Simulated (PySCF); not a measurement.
HOSi, SMILES O=[SiH], multiplicity 2.

The structure is a stationary point at PBE-D3(BJ)/def2-TZVPD. The isomer is the one that the SMILES or the coordinates give; other isomers of the formula were not compared.

Two levels are set side by side: PBE/def2-TZVPD (PySCF) and CAM-B3LYP/def2-TZVPD (PySCF). Same geometry, gas phase. Differences are taken from unrounded values.

```tsv
quantity	PBE
α-spin orbital gap (eV)	2.66
β-spin orbital gap (eV)	2.90
dipole moment (D)	3.09
mean polarisability (bohr³)	35.3
```

### Question
These are the PBE values. What does CAM-B3LYP give? (The exact figures need the calculation; the answer reports its results.)

### Answer

```tsv
quantity	CAM-B3LYP	PBE minus CAM-B3LYP
α-spin orbital gap (eV)	7.25	-4.59
β-spin orbital gap (eV)	7.42	-4.53
dipole moment (D)	3.57	-0.48
mean polarisability (bohr³)	34.0	1.3
```

PBE's more diffuse valence density responds more strongly to a field. Differences between two approximate levels are no errors against the true value.

Rough cost on one machine, each run with all the roots and properties that it gave: CAM-B3LYP against PBE within a factor of 2.
